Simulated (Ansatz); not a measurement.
Frontier orbitals of C4H16BNSi2 (`BN([SiH2]C)[Si](C)(C)C`).

Charge 0, multiplicity 1. Geometry: relaxed with PBE0-D4/def2-TZVP. It is one conformer, not always the lowest. Basis def2-TZVPP, Ansatz.

Orbital energies of one run (eV). Highest occupied ones, from the top: -7.34, -7.76, -8.02, -8.32, -8.57, -9.35, -9.74, -9.99, -10.21, -10.47, -10.55, -10.91, -10.94, -11.04. Empty: -0.57, 0.85, 0.99, 1.37, 1.91, 1.94.

Problem. Which functional gave them?
A. r2SCANh
B. CAM-B3LYP
C. r2SCAN
D. PBE

Solution. A. HOMO energies: r2SCANh -7.34, PBE -6.64, CAM-B3LYP -9.21, r2SCAN -6.89 eV.
